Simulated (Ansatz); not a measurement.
Consider the ligand exchange at a B–N bond: `B[N](C)[GeH3]` + `C[SiH](F)P` → `BP[SiH](C)F` + `C[NH][GeH3]`.

Calculated with Ansatz (gas phase, PBE0-D4/def2-TZVP geometries, no zero-point term in ΔE). CBS: MP2 limit from def2 TZ/QZ plus the TZ coupled-cluster correction, frozen cores. Functionals use def2-TZVPP. B3LYP here is the variant with VWN-RPA as its local correlation; programs differ in this. HSE06 is defined as in plane-wave codes. For Ge outer-core shells are correlated without core-valence functions, which leaves a few kJ/mol of doubt a bond. Scalar relativity is left out up to krypton. Each species was taken in one conformer, which may not be the lowest.

```
             level  ΔE (kcal/mol)  difference from CCSD(T)/CBS
       LDA (SPW92)           27.5                          0.6
            PBE-D4           25.1                         -1.8
         revPBE-D4           24.9                         -2.0
         r2SCAN-D4           25.4                         -1.5
            B97M-V           25.1                         -1.8
           PBE0-D4           25.3                         -1.6
          B3LYP-D4           27.2                          0.3
        r2SCAN0-D4           25.8                         -1.1
          HSE06-D4           25.3                         -1.6
          BHLYP-D4           27.4                          0.5
      CAM-B3LYP-D4           28.2                          1.3
           ωB97X-V           26.6                         -0.3
           ωB97M-V           27.9                          1.0
            B2PLYP           27.3                          0.4
          PBE-QIDH           26.3                         -0.6
               PBE           24.9                         -2.0
            revPBE           23.9                         -3.0
              BLYP           26.6                         -0.3
            r2SCAN           25.4                         -1.5
              PBE0           25.2                         -1.7
             B3LYP           26.9                          0.0
             HSE06           25.2                         -1.7
             BHLYP           27.3                          0.4
         CAM-B3LYP           28.1                          1.2
           LC-ωPBE           26.3                         -0.6
RPA@PBE/def2-TZVPP           28.4                          1.5
       HF/def2-SVP           28.2                          1.3
      MP2/def2-SVP           29.8                          2.9
     CCSD/def2-SVP           29.9                          3.0
  CCSD(T)/def2-SVP           30.0                          3.1
     HF/def2-TZVPP           26.9                          0.0
    MP2/def2-TZVPP           27.9                          1.0
   CCSD/def2-TZVPP           28.0                          1.1
CCSD(T)/def2-TZVPP           27.9                          1.0
     HF/def2-QZVPP           26.9                          0.0
    MP2/def2-QZVPP           27.3                          0.4
SCS-MP2/def2-QZVPP           27.7                          0.8
      HF/CBS(def2)           26.9                          0.0
     MP2/CBS(def2)           26.9                          0.0
    CCSD/CBS(def2)           27.0                          0.1
       CCSD(T)/CBS           26.9                            0
```

Largest T1 diagnostic among the species: 0.015.

From BLYP to BHLYP (50 % exact exchange), in def2-TZVPP and without D4, ΔE moves by +0.7 kcal/mol. At CCSD(T), def2-SVP lies +3.1 kcal/mol from the extrapolated value and def2-TZVPP +1.0 kcal/mol. In def2-TZVPP, CCSD(T) changes the Hartree–Fock value by +1.0 kcal/mol (the triples alone add −0.1 kcal/mol) and MP2 by +1.0 kcal/mol.
